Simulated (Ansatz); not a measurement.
Geometry optimisation, RKS BHLYP/def2-SVP (Ansatz).

The input (input.yaml):

```yaml
crystal:
  periodic: [false, false, false]
  atoms:
    - { symbol: Al, position_ang: [0.00693, 0.485293, -0.354487] }
    - { symbol: H, position_ang: [0.008407, 0.132393, 2.380199] }
    - { symbol: O, position_ang: [1.474754, -0.213646, -0.759517] }
    - { symbol: H, position_ang: [1.66305, -1.005309, -1.247228] }
    - { symbol: O, position_ang: [-1.522864, -0.136628, -0.625258] }
    - { symbol: H, position_ang: [-1.828828, -0.945974, -1.012828] }
    - { symbol: F, position_ang: [0.081499, 2.002505, 0.336466] }
    - { symbol: H, position_ang: [0.044252, 0.780966, 2.078253] }
basis:
  gaussian: { orbitals: def2-SVP }
hamiltonian:
  xc: { name: BHLYP }
relax:
  f_tol: 0.03
  max_steps: 50
output:
  orbitals: {}
```

Run as:

```bash
$ ansatz run input.yaml --threads 1 --pin off --max-ram 2048MiB --backend cpu --events-out ev --progress --plain --runs-dir out
```

Where does it end, and by what steps?

The run converged. After 9 steps the energy has fallen by 0.095 eV; H2 moved furthest, 0.50 Å.

| step | energy less start (eV) | largest force component (eV/Å) | accepted |
| --- | --- | --- | --- |
| 0 | 0.0000 | 1.512 | yes |
| 1 | -0.0316 | 1.258 | yes |
| 2 | -0.0531 | 0.608 | yes |
| 3 | -0.0654 | 0.348 | yes |
| 4 | -0.0825 | 0.509 | yes |
| 5 | -0.0893 | 0.268 | yes |
| 6 | -0.0934 | 0.050 | yes |
| 7 | -0.0945 | 0.034 | yes |
| 8 | -0.0943 | 0.122 | no |
| 9 | -0.0949 | 0.012 | yes |

```xyz
8
Properties=species:S:1:pos:R:3
Al -0.007 0.554 -0.251
H 0.035 -0.073 1.921
O 1.457 -0.182 -0.610
H 1.673 -1.005 -1.027
O -1.529 -0.101 -0.507
H -1.828 -0.921 -0.875
F 0.052 2.146 0.180
H 0.075 0.681 1.964
```

Whether the end is a true minimum wasn't checked by a vibrational analysis.

The run took 34 s on 1 thread of Arm Neoverse V1, on a shared host, peak memory 0.15 GiB.
